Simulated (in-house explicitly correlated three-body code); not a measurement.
Computed with an exponentially correlated three-body code. Model: two electrons around a point charge, non-relativistic, variational in 260 exponentially correlated functions (energies converged to about 1e-7 hartree, or 1e-8 relative for large Z).

Command:
```bash
python run_hyl.py task.json out
```
Settings (lengths in bohr, energies in hartree):
```
Z                      20
screening              5
interaction_strength   1
functions              260
states_tried           13
```

Cost of the run: 31 s on 1 thread of Intel(R) Xeon(R) 6975P-C (Granite Rapids) (shared host).

**Those bound S and P states to n = 4 that converged, binding against the one-electron ion.**

Given: nuclear charge 20; Yukawa screening of all interactions 5 1/bohr.

Computed: one-electron threshold -116.367835 hartree.

| term | energy (hartree) | binding (eV) |
| --- | --- | --- |
| 1 1S | -224.774807 | 2949.9 |
| 2 3S | -117.360435 | 27.01 |
| 2 1S | -117.168617 | 21.79 |

**Converged states only, values per electron or pair (inverse distances are <exp(-kr)/r>).**

| term | mean r (bohr) | mean r squared (bohr²) | mean inverse r (1/bohr) | mean r12 (bohr) | mean inverse r12 (1/bohr) | mean cosine | mean p1 dot p2 (bohr⁻²) | delta r1 (bohr⁻³) | delta r12 (bohr⁻³) |
| --- | --- | --- | --- | --- | --- | --- | --- | --- | --- |
| 1 1S | 0.080401 | 0.0087408 | 14.795 | 0.11807 | 7.8175 | -0.0062692 | 2.2088 | 2279.3 | 256.86 |
| 2 3S | 0.36397 | 0.28788 | 7.8495 | 0.65606 | 0.33733 | -0.00057943 | 0.020111 | 1212.9 | - |
| 2 1S | 0.38858 | 0.33683 | 7.8196 | 0.70365 | 0.47733 | -0.00080766 | 0.046653 | 1209.1 | 11.148 |

**Static dipole response.**

```csv
state,polarisability (bohr³)
1 1S,7.7641e-05
2 3S,0.19202
```
